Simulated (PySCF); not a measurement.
## Core-level binding energies of ZnMeBr

Species: ZnMeBr, CH₃BrZn (singlet state).
Cartesian coordinates in Å at the PBE0-D3(BJ)/def2-SVP level; atoms count from 1:
```
atom  x, y, z in Å
Zn1   -0.0076    0.0087   -1.1079
C2     0.0035    0.0021    0.8256
H3    -0.4486    0.9237    1.2226
H4     1.0337   -0.0690    1.2066
H5    -0.5670   -0.8564    1.2117
Br6   -0.0140   -0.0091   -3.3586
```

Method: delta-SCF UKS SCAN, pcX-2 on the ionised atom (unc-x2c-TZVPall on a metal), pcseg-1 elsewhere, spin-free X2C in PySCF 2.14.0. Vertical ΔSCF values, vacuum level as zero.

List the computed XPS lines with their assignment.

```
atom(s)                  environment  level  binding energy (eV)  count
     C2  carbon bonded to Zn and 3 H   C 1s               290.30      1
```

What is the longest wavelength that can ionise C 1s of C2 vertically?

λ = hc/E = 12398.42 eV Å / 290.30 eV = 42.709 Å.

Not every level is listed. No level of bromine or zinc is listed. Geometry: PBE0-D3(BJ)/def2-SVP; no solvent, vibrations or thermal averaging. Metal 2p energies of this one-determinant scheme are less reliable than its 1s energies.
